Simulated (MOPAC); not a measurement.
MOPAC input (PM7):

```
PM7 1SCF GEO-OK AUX(PRECISION=9) THREADS=1
FNa

Na   -0.00000000 1   -0.00000000 1   -0.86720303 1
F     0.00000000 1    0.00000000 1    1.05991481 1
```

Output:

```
 *******************************************************************************
 **                                                                           **
 **                              MOPAC v23.2.5                                **
 **                                                                           **
 *******************************************************************************
 ** MOPAC's Digital Object Identifier: https://doi.org/10.5281/zenodo.6511958 **
 **                                                                           **
 ** Please cite the open-source release paper for use of this MOPAC version:  **
 ** J. E. Moussa and J. J. P. Stewart (2026)                                  **
 ** MOPAC: An open-source semiempirical molecular orbital program             **
 ** J. Open Source Softw., 11(119), 8025, https://doi.org/10.21105/joss.08025 **
 *******************************************************************************

                              PM7 CALCULATION RESULTS

 *******************************************************************************
 *  PM7        - The PM7 Hamiltonian to be used
 *  GEO-OK     - OVERRIDE INTERATOMIC DISTANCE AND OTHER SAFETY CHECKS
 *  1SCF       - DO 1 SCF AND THEN STOP
 *  AUX        - OUTPUT AUXILIARY INFORMATION
 *******************************************************************************
PM7 1SCF GEO-OK AUX(PRECISION=9) THREADS=1
 FNa

   ATOM   CHEMICAL          X               Y               Z
  NUMBER   SYMBOL      (ANGSTROMS)     (ANGSTROMS)     (ANGSTROMS)

     1      Na         -0.00000000  *  -0.00000000  *  -0.86720303  *
     2       F          0.00000000  *   0.00000000  *   1.05991481  *

          CARTESIAN COORDINATES

    NO.       ATOM           X           Y           Z

     1        Na         -0.0000     -0.0000     -0.8672
     2         F          0.0000      0.0000      1.0599

 General Reference for PM7:
 "Optimization of Parameters for Semiempirical Methods VI: More Modifications to the
 NDDO Approximations and Re-optimization of Parameters", J. J. P. Stewart, J. Mol. Mod., 1:32, 19 (2013)
 https://link.springer.com/article/10.1007/s00894-012-1667-x

           Empirical Formula: Na F  =     2 atoms

      MOLECULAR POINT GROUP   :   C*v

      RHF CALCULATION, NO. OF DOUBLY OCCUPIED LEVELS = 4

 -------------------------------------------------------------------------------
 PM7 1SCF GEO-OK AUX(PRECISION=9) THREADS=1
 FNa

     1SCF WAS SPECIFIED, SO BFGS WAS NOT USED
     SCF FIELD WAS ACHIEVED

                              PM7 CALCULATION
                                                       MOPAC v23.2.5 Linux

          FINAL HEAT OF FORMATION =        -67.61927 KCAL/MOL =    -282.91902 KJ/MOL

          COSMO AREA              =         94.79 SQUARE ANGSTROMS
          COSMO VOLUME            =         85.06 CUBIC ANGSTROMS

          IONIZATION POTENTIAL    =         11.290687 EV
          HOMO LUMO ENERGIES (EV) =        -11.291  2.178
          NO. OF FILLED LEVELS    =          4
          MOLECULAR WEIGHT        =         41.9882         POINT GROUP:  C*v

          MOLECULAR DIMENSIONS (Angstroms)

            Atom       Atom       Distance
            F     2   Na     1     1.92712
            F     2   Na     1     0.00000
           Na     1    F     2     0.00000

          SCF CALCULATIONS        =          1

   ATOM   CHEMICAL          X               Y               Z
  NUMBER   SYMBOL      (ANGSTROMS)     (ANGSTROMS)     (ANGSTROMS)

     1      Na         -0.00000000  *  -0.00000000  *  -0.86720303  *
     2       F          0.00000000  *   0.00000000  *   1.05991481  *

                             CARTESIAN COORDINATES

   1   Na       -0.000000000    -0.000000000    -0.867203030
   2    F        0.000000000     0.000000000     1.059914810

           Empirical Formula: Na F  =     2 atoms

      MOLECULAR POINT GROUP   :   C*v

                  EIGENVALUES
 -33.42233 -11.50287 -11.29069 -11.29069   2.17826   5.62441   5.62441   6.70102

              NET ATOMIC CHARGES AND DIPOLE CONTRIBUTIONS

  ATOM NO.   TYPE          CHARGE      No. of ELECS.   s-Pop       p-Pop
    1         Na           0.773419        0.2266     0.03662     0.18996
    2          F          -0.773419        7.7734     1.97514     5.79827
 DIPOLE           X         Y         Z       TOTAL
 POINT-CHG.     0.000     0.000    -7.159     7.159
 HYBRID        -0.000    -0.000    -0.565     0.565
 SUM           -0.000    -0.000    -7.724     7.724

          ATOMIC ORBITAL ELECTRON POPULATIONS

     Atom    s        px        py        pz
    1 Na   0.03662   0.01750   0.01750   0.15496
    2  F   1.97514   1.98250   1.98250   1.83328

 **********************
 *                    *
 * JOB ENDED NORMALLY *
 *                    *
 **********************

 == MOPAC DONE ==
```
